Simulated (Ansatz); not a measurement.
Stretching the Se4–H5 bond in H3InSe (SMILES [SeH][InH2]) (multiplicity 1 held, fragments rigid). Energies count from the point at 1.472 Å.
Geometry at that point (charge 0, multiplicity 1):
```xyz
5

In     0.223     0.018    -0.990
H     -1.022    -0.562    -2.020
H      1.781     0.621    -1.393
Se    -0.372    -0.043     1.471
H      0.926     0.514     1.884
```

Restricted levels (R-, RO-) in cc, def2 and unpolarised 6-31G sets keep to the state of the molecule at rest. Unrestricted levels (U-) break spin symmetry where that is lower. Active spaces are followed from a long bond inwards. Curves can end on different states.

Frozen-core correlation. Filled d and f shells under p-block atoms count as core.

Programs: Ansatz (a quantum-chemistry and plane-wave program) with Gaussian orbitals. Values without a source in brackets are computed. In def2 rows elements past Kr take small-core potentials, without spin–orbit coupling.

Energies in kcal/mol.

```tsv
R (Å)	R-PBE/def2-TZVPP	U-wB97X-V/def2-TZVPP	U-MP2/def2-TZVPP	U-CCSD/def2-TZVPP	U-CCSD(T)/def2-TZVPP	FIC-MRCISD+Q on CASSCF(4,3)/def2-TZVPP
1.177	36.9	35.0	35.0	35.5	35.8	35.9
1.324	7.5	6.3	6.2	6.6	6.7	6.7
1.472	0.0	0.0	0.0	0.0	0.0	0.0
1.619	3.6	5.0	5.1	4.6	4.4	4.3
1.766	12.3	15.3	15.4	14.2	13.8	13.7
1.987	28.9	34.6	40.9	32.1	31.0	30.5
2.207	45.4	54.2	61.6	49.8	47.8	46.2
2.575	68.6	73.4	74.9	70.4	69.2	65.2
2.943	85.4	79.7	79.1	78.1	78.7	75.1
3.385	98.4	82.1	80.7	80.4	81.4	79.8
3.973	107.9	82.9	81.2	81.0	82.1	81.5
4.709	113.0	83.2	81.3	81.2	82.2	81.9
```

Doubts at one or more of the structures used: a restricted determinant that unrestricted orbitals would lower (R-PBE/def2-TZVPP); a spin-contaminated determinant (U-wB97X-V/def2-TZVPP, U-MP2/def2-TZVPP, U-CCSD/def2-TZVPP, U-CCSD(T)/def2-TZVPP); T1 above 0.05 (U-CCSD/def2-TZVPP, U-CCSD(T)/def2-TZVPP); active orbitals that take no part (FIC-MRCISD+Q on CASSCF(4,3)/def2-TZVPP).
